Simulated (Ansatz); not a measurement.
Cost and result up the ladder for Sn(OMe)H3 (CH₆OSn) (9 atoms). The state is a singlet with charge 0. Geometry: r2SCAN-D4/def2-TZVP.

Cartesian coordinates in Å:
```
Sn 1.001 1.065 -0.009
O -0.014 -0.398 -0.863
C -0.975 -1.077 -0.080
H -0.531 -1.571 0.797
H -1.435 -1.850 -0.702
H -1.775 -0.410 0.275
H -0.134 2.232 0.515
H 2.019 1.618 -1.250
H 1.844 0.392 1.317
```

Ansatz on 4 threads of Intel Xeon on a shared host. Times are rough, and most runs start from the orbitals of an earlier one. ωB97M-V/def2-TZVP serves as the yardstick here, not as an exact answer. Differences are given only for rows in sets of like size (and for xTB, whose basis is part of the method), since another set adds its own error. Binding counts from free atoms at the same level (Sn triplet, O triplet, C triplet, H doublet; other spins of the atoms weren't run), without zero-point energy or a counterpoise term.

In the def2 sets Sn takes a core potential; there is no spin–orbit coupling. LC-ωPBE has ω = 0.4 bohr⁻¹. HSE06 is defined as in plane-wave codes, on full-range PBE exchange. Correlated methods freeze 6 core orbitals; core or outer-core shells of Sn are correlated, in sets that lack core-valence functions.

Correlated methods converge slowly with the basis.

```json
{"level": "PBE-D4/def2-SVP", "functions": "84", "wall time": "1.1 s", "binding energy per atom (eV)": "3.20", "difference from ωB97M-V/def2-TZVP (eV)": "–"}
{"level": "PBE0-D4/def2-SVP", "functions": "84", "wall time": "1.5 s", "binding energy per atom (eV)": "3.15", "difference from ωB97M-V/def2-TZVP (eV)": "–"}
{"level": "revPBE-D4/def2-TZVP", "functions": "148", "wall time": "1.9 s", "binding energy per atom (eV)": "3.13", "difference from ωB97M-V/def2-TZVP (eV)": "-0.06"}
{"level": "PBE-D4/def2-TZVP", "functions": "148", "wall time": "2.1 s", "binding energy per atom (eV)": "3.21", "difference from ωB97M-V/def2-TZVP (eV)": "0.02"}
{"level": "LC-ωPBE/def2-TZVP", "functions": "148", "wall time": "2.6 s", "binding energy per atom (eV)": "3.16", "difference from ωB97M-V/def2-TZVP (eV)": "-0.03"}
{"level": "HSE06-D4/def2-TZVP", "functions": "148", "wall time": "3.1 s", "binding energy per atom (eV)": "3.15", "difference from ωB97M-V/def2-TZVP (eV)": "-0.03"}
{"level": "LDA (SPW92)/def2-TZVP", "functions": "148", "wall time": "3.1 s", "binding energy per atom (eV)": "3.64", "difference from ωB97M-V/def2-TZVP (eV)": "0.46"}
{"level": "r2SCAN-D4/def2-TZVP", "functions": "148", "wall time": "3.2 s", "binding energy per atom (eV)": "3.18", "difference from ωB97M-V/def2-TZVP (eV)": "-0.01"}
{"level": "PBE0-D4/def2-TZVP (with forces)", "functions": "148", "wall time": "3.5 s", "binding energy per atom (eV)": "3.15", "difference from ωB97M-V/def2-TZVP (eV)": "-0.03"}
{"level": "MP2/def2-TZVP", "functions": "148", "wall time": "5 s", "binding energy per atom (eV)": "3.06", "difference from ωB97M-V/def2-TZVP (eV)": "-0.13"}
{"level": "r2SCANh-D4/def2-TZVP", "functions": "148", "wall time": "5.5 s", "binding energy per atom (eV)": "3.16", "difference from ωB97M-V/def2-TZVP (eV)": "-0.03"}
{"level": "ωB97X-V/def2-TZVP", "functions": "148", "wall time": "7 s", "binding energy per atom (eV)": "3.21", "difference from ωB97M-V/def2-TZVP (eV)": "0.02"}
{"level": "ωB97M-V/def2-TZVP", "functions": "148", "wall time": "9 s", "binding energy per atom (eV)": "3.19", "difference from ωB97M-V/def2-TZVP (eV)": "0.00"}
{"level": "CCSD(T)/def2-TZVPP", "functions": "196", "wall time": "89 s", "binding energy per atom (eV)": "3.13", "difference from ωB97M-V/def2-TZVP (eV)": "-0.05"}
```
